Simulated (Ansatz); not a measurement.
Consider the formal exchange of groups at a B–O bond: `CC(=O)OBCl` + `CC[SiH2]N` → `N[SiH2]CBCl` + `COC(C)=O`.

Program: Ansatz. Geometries: PBE0-D4/def2-TZVP. ΔE: electronic, gas phase. CCSD(T)/CBS adds triple-zeta CCSD(T) − MP2 to the extrapolated MP2 energy (def2 sets, frozen cores). DFT in def2-TZVPP. B3LYP here is the variant with VWN-RPA as its local correlation; programs differ in this. Each species was taken in one conformer, which may not be the lowest.

`CC(=O)OBCl`:

Cartesian coordinates in Å:
```
C -1.215 0.689 -0.918
C -0.317 0.475 0.252
O -0.442 0.939 1.341
O 0.749 -0.330 -0.095
B 1.465 -1.021 0.833
Cl 2.901 -1.836 0.269
H -1.588 -0.273 -1.277
H -0.645 1.135 -1.736
H -2.042 1.335 -0.637
H 1.134 -1.114 1.968
```

`CC[SiH2]N`:

Z-matrix (Å, degrees):
```
C
C 1 1.526
H 1 1.093 2 111.4
H 1 1.093 2 111.7 3 120.1
H 1 1.093 2 111.5 3 -119.7
Si 2 1.871 1 113.2 3 60.7
H 2 1.095 1 110.9 3 -61.0
H 2 1.097 1 110.2 3 -178.0
N 6 1.724 2 110.3 1 178.7
H 6 1.498 2 107.4 1 53.0
H 6 1.490 2 111.3 1 -63.8
H 9 1.008 6 120.0 2 -61.1
H 9 1.007 6 119.1 2 157.3
```

`N[SiH2]CBCl`:

```xyz
12

N     1.317   -1.309    0.222
Si    0.356   -0.130    1.020
C    -1.166    0.257   -0.032
B    -0.721    0.819   -1.384
Cl   -0.545    2.548   -1.633
H     1.681   -1.140   -0.702
H     1.954   -1.875    0.760
H     1.033    1.167    1.311
H    -0.061   -0.730    2.315
H    -1.686   -0.700   -0.130
H    -1.756    0.963    0.561
H    -0.405    0.130   -2.308
```

`COC(C)=O`:

Z-matrix (Å, degrees):
```
C
O 1 1.423
H 1 1.088 2 105.9
H 1 1.091 2 110.7 3 119.7
H 1 1.091 2 110.7 3 -119.7
C 2 1.341 1 115.2 3 180.0
O 6 1.201 2 123.3 1 -0.0
C 6 1.498 2 111.1 1 180.0
H 8 1.087 6 109.5 2 179.6
H 8 1.092 6 109.9 2 -59.4
H 8 1.092 6 109.9 2 58.5
```

```json
{"level": "PBE-D4", "ΔE (kcal/mol)": "23.8", "difference from CCSD(T)/CBS": "-2.2"}
{"level": "PBE0-D4", "ΔE (kcal/mol)": "24.6", "difference from CCSD(T)/CBS": "-1.4"}
{"level": "B3LYP-D4", "ΔE (kcal/mol)": "25.4", "difference from CCSD(T)/CBS": "-0.6"}
{"level": "ωB97X-V", "ΔE (kcal/mol)": "25.1", "difference from CCSD(T)/CBS": "-0.9"}
{"level": "ωB97M-V", "ΔE (kcal/mol)": "25.6", "difference from CCSD(T)/CBS": "-0.4"}
{"level": "B2PLYP", "ΔE (kcal/mol)": "26.3", "difference from CCSD(T)/CBS": "0.3"}
{"level": "PBE", "ΔE (kcal/mol)": "24.3", "difference from CCSD(T)/CBS": "-1.7"}
{"level": "PBE0", "ΔE (kcal/mol)": "25.0", "difference from CCSD(T)/CBS": "-1.0"}
{"level": "B3LYP", "ΔE (kcal/mol)": "26.2", "difference from CCSD(T)/CBS": "0.2"}
{"level": "HF/def2-TZVPP", "ΔE (kcal/mol)": "27.9", "difference from CCSD(T)/CBS": "1.9"}
{"level": "MP2/def2-TZVPP", "ΔE (kcal/mol)": "26.3", "difference from CCSD(T)/CBS": "0.3"}
{"level": "CCSD/def2-TZVPP", "ΔE (kcal/mol)": "26.5", "difference from CCSD(T)/CBS": "0.5"}
{"level": "CCSD(T)/def2-TZVPP", "ΔE (kcal/mol)": "26.1", "difference from CCSD(T)/CBS": "0.1"}
{"level": "HF/def2-QZVPP", "ΔE (kcal/mol)": "28.0", "difference from CCSD(T)/CBS": "2.0"}
{"level": "MP2/def2-QZVPP", "ΔE (kcal/mol)": "26.3", "difference from CCSD(T)/CBS": "0.3"}
{"level": "HF/CBS(def2)", "ΔE (kcal/mol)": "28.0", "difference from CCSD(T)/CBS": "2.0"}
{"level": "CCSD(T)/CBS", "ΔE (kcal/mol)": "26.0", "difference from CCSD(T)/CBS": "0"}
```

Largest T1 diagnostic among the species: 0.014.

The D4 term adds −0.8 kcal/mol with B3LYP and −0.4 kcal/mol with PBE0; it sums over pairs of atoms, weighted by their polarisabilities, and B3LYP, whose exchange is more repulsive, gets the larger term. In def2-TZVPP, CCSD(T) changes the Hartree–Fock value by −1.8 kcal/mol (the triples alone add −0.4 kcal/mol) and MP2 by −1.5 kcal/mol.
